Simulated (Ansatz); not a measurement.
```xyz
20

C     1.0222   -0.0799    0.0000
C    -0.0799    1.0222    0.0000
C    -1.0222    0.0799    0.0000
C     0.0799   -1.0222    0.0000
C     2.5322   -0.0799    0.0000
H     2.8922    0.9501    0.0000
H     2.8922   -0.5899    0.8900
H     2.8922   -0.5899   -0.8900
C    -0.0799    2.5322    0.0000
H    -1.1099    2.8922    0.0000
H     0.4301    2.8922    0.8900
H     0.4301    2.8922   -0.8900
C    -2.5322    0.0799    0.0000
H    -2.8922   -0.9501    0.0000
H    -2.8922    0.5899    0.8900
H    -2.8922    0.5899   -0.8900
C     0.0799   -2.5322    0.0000
H     1.1099   -2.8922    0.0000
H    -0.4301   -2.8922    0.8900
H    -0.4301   -2.8922   -0.8900
```

Basis set: def2-TZVP (spherical functions). Charge 0, multiplicity 3.

Computed with Ansatz (development build ahead of 0.2.0); each method stands on the lowest determinant of its kind that the runs found. Restricted functionals stand beside restricted open-shell atoms, which can lie above the unrestricted atoms usual in DFT and then raise those values.

(1) Give the atomization energy at this shape (free ground-state atoms in the same class of orbitals less the molecule, no zero-point energy) of triplet C8H12 by ωB97X (unrestricted), PBE0 (unrestricted), PBE0 (restricted open-shell).

## Answers

(1)

| method | atomization energy |
| --- | --- |
| ωB97X (unrestricted) | 8269.5 kJ/mol |
| PBE0 (unrestricted) | 8359.7 kJ/mol |
| PBE0 (restricted open-shell) | 8393.0 kJ/mol |

Caution: another spin multiplicity may lie lower.

The shape needn't be a minimum at these levels.
